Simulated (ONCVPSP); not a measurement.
**Before and after: ONCV potential for Sc**

Sc (Z = 21), optimised norm-conserving Vanderbilt (ONCV), made with ONCVPSP 4.0.1 (PBE, scalar-relativistic). Core [Ne], reference 3s2 3p6 3d1 4s2. Waves: 3s+4s: rc 2.00 bohr, ncon 5, nbas 9, qcut 7 1/bohr, 2 projectors; 3p: rc 1.75 bohr, ncon 3, nbas 6, qcut 7.1 1/bohr, 1 projector; 3d: rc 2.25 bohr, ncon 4, nbas 9, qcut 6.6 1/bohr, 2 projectors, debl 1 Ha. Local part: polynomial inside 1.10 bohr (lpopt 5, dvloc0 4 Ha). Core correction: polynomial model core, fcfact 0.55.

Change: p: rc 2.06.

Cutoffs: the cutoffs (Ha) at which the residual kinetic energy of the hardest occupied pseudo-wave falls to 1 and 0.1 mHa per electron; they do not see the model core or the augmentation charge, which bear on the density cutoff. Errors are all-electron minus pseudo energies relative to the spin-unpolarised reference configuration.

**Question.** How do hardness, ghosts and transferability respond?

**Answer.** The potential gets neither clearly harder nor softer (17 Ha and 20 Ha → 17 Ha and 19 Ha); the errors of the 3 common tests hardly move; neither file shows a bound ghost.

| quantity | base | changed |
| --- | --- | --- |
| cutoff, loose | 17 Ha | 17 Ha |
| cutoff, tight | 20 Ha | 19 Ha |
| loose cutoff by channel | s 15 Ha, p 17 Ha, d 17 Ha | s 15 Ha, p 16 Ha, d 17 Ha |
| bound ghosts | none | none |
| GHOST(+) flags under 300 eV | none | none |
| tests with a reliable result | 3 of 4 | 3 of 4 |
| error for 3s2 3p6 3d1 4s1, meV [ΔE 6.90 eV] | -0.5 | -0.5 |
| error for 3s2 3p6 3d1 4s0, meV [ΔE 19.66 eV] | -4.0 | -4.4 |
| error for 3s2 3p6 3d0 4s2 4p1, meV [ΔE 3.46 eV] | +155 | +143 |
| s: phases at 2.03 bohr within 0.05 rad from the reference energy up to (Ha; the scan ends near 5) | to the end of the scan | to the end of the scan |
| d: phases at 2.29 bohr within 0.05 rad from the reference energy up to (Ha; the scan ends near 5) | 4.4 | 4.4 |
| rms error of d²Exc/dni dnj with the model core, mHa | 1.31 | 1.32 |
